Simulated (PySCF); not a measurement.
# Ionisation energy of O⁵⁺ by level of theory

O⁵⁺ [He] 2s1 (2S) → O⁶⁺ 1s2 (1S), as a difference of total energies. All numbers are calculated (PySCF 2.14, the non-relativistic Hamiltonian (point nucleus), in an even-tempered Gaussian basis (18 s from 0.3 bohr⁻², ratio 2.2; 9 p from 0.53 bohr⁻², ratio 2.4; 6 d from 1.6 bohr⁻², ratio 2.4; 5 f from 2.4 bohr⁻², ratio 2.4; 5 g from 3.6 bohr⁻², ratio 2.4)). Correlated levels: nothing frozen; virtual orbitals above 40 to 60 times the deepest correlated orbital energy dropped. The calculations carry no spin-orbit coupling.

Q: Order these methods by the ionisation energy they give, lowest first.
A. B3LYP
B. UHF
C. r2SCAN
D. MP2 (all electrons)

A: C (137.80 eV), B (137.88 eV), D (138.01 eV), A (138.91 eV).

For comparison: 138.12 eV (semi-empirical (NIST evaluation); NIST Atomic Spectra Database, ionization energies).
